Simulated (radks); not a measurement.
Charge is removed step by step from the 2s down level of the iridium ion Ir42+, starting from [He] 2s(up 1, down 1) 2p6 3s2 3p6 3d10 4s2 4p5. Calculated with a radial shooting solver on a logarithmic mesh with Libxc functionals: scalar-relativistic Kohn-Sham, PBEsol, spin-polarised, spherical densities, point nucleus; open shells are filled with parallel spins first (spin-orbit coupling, left out, can overturn this in heavy ions).

removed (e) = 0: E - E(0) (eV) 0.000; eigenvalue (eV) -15303.7; E minus straight line (eV) 0.000
removed (e) = 0.125: E - E(0) (eV) 1912.7; eigenvalue (eV) -15337.1; E minus straight line (eV) -14.669
removed (e) = 0.25: E - E(0) (eV) 3829.7; eigenvalue (eV) -15370.5; E minus straight line (eV) -25.145
removed (e) = 0.375: E - E(0) (eV) 5750.8; eigenvalue (eV) -15403.9; E minus straight line (eV) -31.427
removed (e) = 0.5: E - E(0) (eV) 7676.2; eigenvalue (eV) -15437.3; E minus straight line (eV) -33.518
removed (e) = 0.625: E - E(0) (eV) 9605.7; eigenvalue (eV) -15470.6; E minus straight line (eV) -31.418
removed (e) = 0.75: E - E(0) (eV) 11539.4; eigenvalue (eV) -15504.0; E minus straight line (eV) -25.131
removed (e) = 0.875: E - E(0) (eV) 13477.3; eigenvalue (eV) -15537.3; E minus straight line (eV) -14.657
removed (e) = 1: E - E(0) (eV) 15419.3; eigenvalue (eV) -15570.6; E minus straight line (eV) 0.000

Removing the whole electron costs 15419.3 eV by Delta-SCF, against 15303.7 eV from minus the eigenvalue at the starting occupation. Slater's transition state (half an electron removed) gives 15437.3 eV. Integrating minus the eigenvalue over the occupation (Janak's theorem) gives 15437.2 eV. In this scalar-relativistic scheme the density is built from large components alone, so the theorem holds only approximately. The mean slope of the eigenvalue, de/dn, is 267 eV per electron.
